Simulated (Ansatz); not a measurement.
Consider the silylene formation by 1,1-elimination: `C=C[SiH2]Br` → `C=CBr` + `[SiH2]`.

Computed with Ansatz on PBE0-D4/def2-TZVP structures; ΔE is electronic, products minus reactants. CBS: MP2 limit from def2 TZ/QZ plus the TZ coupled-cluster correction, frozen cores. This one scheme is used for every species. For Br outer-core shells are correlated without core-valence functions, which leaves a few kJ/mol of doubt a bond. Scalar relativity is left out up to krypton. Each species was taken in one conformer, which may not be the lowest.

`C=C[SiH2]Br`:

Cartesian coordinates in Å:
```
C -0.245 0.761 1.360
C -0.333 0.672 0.036
Si 0.450 -0.716 -0.899
Br -1.112 -1.909 -1.950
H 0.281 0.016 1.950
H -0.694 1.580 1.916
H -0.879 1.440 -0.509
H 1.375 -0.229 -1.951
H 1.156 -1.613 0.047
```

`C=CBr`:

Z-matrix (Å, degrees):
```
C
C 1 1.319
H 1 1.084 2 119.4
H 1 1.083 2 122.5 3 180.0
Br 2 1.881 1 123.4 3 180.0
H 2 1.082 1 124.1 3 -0.0
```

`[SiH2]`:

```xyz
3

Si   -0.293   -0.576    0.299
H     1.035    0.155    0.467
H    -0.742    0.420   -0.766
```

```tsv
level	ΔE (kcal/mol)
CCSD/def2-SVP	86.0
HF/def2-TZVPP	90.0
```

What does CCSD(T)/CBS give? (Estimate.)

Computed: +92.3 kcal/mol. The listed levels differ from it by -6.3, -2.3 kcal/mol.

Largest T1 diagnostic among the species: 0.014.

The D4 term adds +3.0 kcal/mol with B3LYP and +1.7 kcal/mol with PBE0; it sums over pairs of atoms, weighted by their polarisabilities, and B3LYP, whose exchange is more repulsive, gets the larger term. From r2SCAN to r2SCAN0 (25 % exact exchange), in def2-TZVPP and without D4, ΔE moves by +1.5 kcal/mol. Leaving LDA and LC-ωPBE aside and taking each functional with its dispersion term where it has one, the values, not all of them listed here, spread over 11.9 kcal/mol, from BLYP-D4 to r2SCAN0-D4. LDA lies +7.4 kcal/mol from PBE without D4.

B3LYP here is the variant with VWN-RPA as its local correlation; programs differ in this.
